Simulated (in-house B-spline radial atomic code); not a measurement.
RPA and G0W0 for Bi VI (Bi5+), [Xe] 4f14 5d10, as one setting changes: the share of exact exchange in the PBE hybrid start. A dash marks a level of low quasi-particle weight. Computed with a B-spline radial code for spherical atoms: all electrons, scalar-relativistic (spin-free one-electron X2C), finite nucleus, each spin shell either full or empty, empty states to l = 9 with an (l + 1/2)⁻⁴ tail; G0W0 by contour deformation at full frequency.

Without the two-electron picture change, the correlation of inner shells comes somewhat too large for so heavy an element.

```json
{"share of exact exchange in the PBE hybrid start": "0", "mean-field level (eV)": "-80.56", "G0W0 level (eV)": "5d -89.82", "RPA correlation (Eh)": "-7.1041"}
{"share of exact exchange in the PBE hybrid start": "0.1", "mean-field level (eV)": "-81.57", "G0W0 level (eV)": "5d -89.83", "RPA correlation (Eh)": "-7.0589"}
{"share of exact exchange in the PBE hybrid start": "0.2", "mean-field level (eV)": "-82.58", "G0W0 level (eV)": "5d -89.82", "RPA correlation (Eh)": "-7.0146"}
{"share of exact exchange in the PBE hybrid start": "0.3", "mean-field level (eV)": "-83.60", "G0W0 level (eV)": "5d -89.81", "RPA correlation (Eh)": "-6.9714"}
{"share of exact exchange in the PBE hybrid start": "0.4", "mean-field level (eV)": "-84.63", "G0W0 level (eV)": "5d -89.80", "RPA correlation (Eh)": "-6.9291"}
{"share of exact exchange in the PBE hybrid start": "0.5", "mean-field level (eV)": "-85.65", "G0W0 level (eV)": "5d -89.78", "RPA correlation (Eh)": "-6.8877"}
{"share of exact exchange in the PBE hybrid start": "0.6", "mean-field level (eV)": "?", "G0W0 level (eV)": "?", "RPA correlation (Eh)": "?"}
{"share of exact exchange in the PBE hybrid start": "0.7", "mean-field level (eV)": "?", "G0W0 level (eV)": "?", "RPA correlation (Eh)": "?"}
{"share of exact exchange in the PBE hybrid start": "0.8", "mean-field level (eV)": "-88.75", "G0W0 level (eV)": "5d -89.70", "RPA correlation (Eh)": "-6.7683"}
{"share of exact exchange in the PBE hybrid start": "0.9", "mean-field level (eV)": "-89.79", "G0W0 level (eV)": "5d -89.67", "RPA correlation (Eh)": "-6.73"}
{"share of exact exchange in the PBE hybrid start": "1", "mean-field level (eV)": "-90.83", "G0W0 level (eV)": "5d -89.64", "RPA correlation (Eh)": "-6.6924"}
```

(1) What belongs in the row for 0.6?

(2) What belongs in the row for 0.7?

(3) At what share of exact exchange does G0W0 leave the highest level unchanged?

Answers

(1) mean-field level (eV): -86.68; G0W0 level (eV): 5d -89.76; RPA correlation (Eh): -6.8471.

(2) mean-field level (eV): -87.71; G0W0 level (eV): 5d -89.73; RPA correlation (Eh): -6.8073.

(3) Near 0.89, where the shift changes sign (-0.951 eV at 0.8, +0.121 eV at 0.9).
